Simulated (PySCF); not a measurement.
**LaS, CCSD(T): how much the basis matters**

PySCF, UHF reference; doublet, unpaired electrons σ ↑; De to La (5d1 6s2) + S without counterpoise correction. Frozen cores follow the default of each basis and core potential.

| basis | relativity | functions | Re (Å) | ωe (cm⁻¹) | De (eV) | frozen orbitals |
| --- | --- | --- | --- | --- | --- | --- |
| x2c-SVPall | spin-free X2C | 84 | 2.392 | 453 | 5.35 | 23 |
| def2-TZVPP | scalar-relativistic core potentials | 98 | 2.413 | 447 | 5.56 | 5 |
| x2c-TZVPall | spin-free X2C | 118 | 2.395 | 450 | 5.61 | 23 |

How does each smaller set differ from the one with most functions, x2c-TZVPall?

x2c-SVPall: -0.3 pm, +0.7 % in ωe, -0.26 eV in De; def2-TZVPP: +1.8 pm, -0.7 % in ωe, -0.05 eV in De. All at CCSD(T); the set with most functions is neither the basis-set limit nor always the best. The rows treat relativity differently, so the differences are not basis effects alone.

Correlated steps freeze the inner cores (5 to 23 orbitals); shallow outer-core shells are correlated. Correlated levels converge slowly with the basis: in double zeta they bind strong bonds too weakly, by up to about 1 eV, and carry superposition errors of some tenths. These are scalar-relativistic numbers at best; spin–orbit coupling would shift them, the dissociation energy most. With d or f electrons several states lie close, and the lowest PBE0 determinant need not be the measured ground state.
